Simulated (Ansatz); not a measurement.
Reactions of `O[Si]1(Br)OC1F`.

Computed with Ansatz on PBE0-D4/def2-TZVP structures; ΔE is electronic, products minus reactants. CBS: MP2 limit from def2 TZ/QZ plus the TZ coupled-cluster correction, frozen cores. This one scheme is used for every species, atoms too. For atomizations the MP2-based limit and the directly extrapolated one differ by several kJ/mol either way, and by 10 to 25 for some Ge, Se and Sn compounds, so smaller differences from it don't rank the levels. Functionals use def2-TZVPP. No spin–orbit coupling; open shells (•) take unrestricted orbitals. Spin–orbit coupling would lower the free atoms: a little for C, F, O, Si; clearly for Br. For Br outer-core shells are correlated without core-valence functions, so the limit isn't a true one: a few kJ/mol of doubt a bond, and 10 to 20 or more in all where bonds break to atoms. Scalar relativity is left out up to krypton. Each species was taken in one conformer, which may not be the lowest.

```tsv
reaction	CCSD/CBS(def2) (kJ/mol)	r2SCAN-D4 (kJ/mol)	ωB97M-V (kJ/mol)	PBE0-D4 (kJ/mol)	CCSD(T)/CBS(def2) (kJ/mol)
`O[Si@@]1(Br)O[C@H]1F` → `O=CO[SiH](F)Br`	-211	-202	-204	-195	-208
`O[Si@@]1(Br)O[C@H]1F` + H₂ → `O[Si@H]1O[C@H]1F` + HBr	67	76	69	71	71
`O[Si@@]1(Br)O[C@H]1F` → Br• + C• + F• + 2 H• + 2 O• + Si•	3052	3140	3121	3108	3126
`O[Si@@]1(Br)O[C@H]1F` + HCl → `O[Si@]1(Cl)O[C@@H]1F` + HBr	-4	-6	-6	-4	-3
```

Largest T1 diagnostic: 0.014, for `O[Si@H]1O[C@H]1F`.
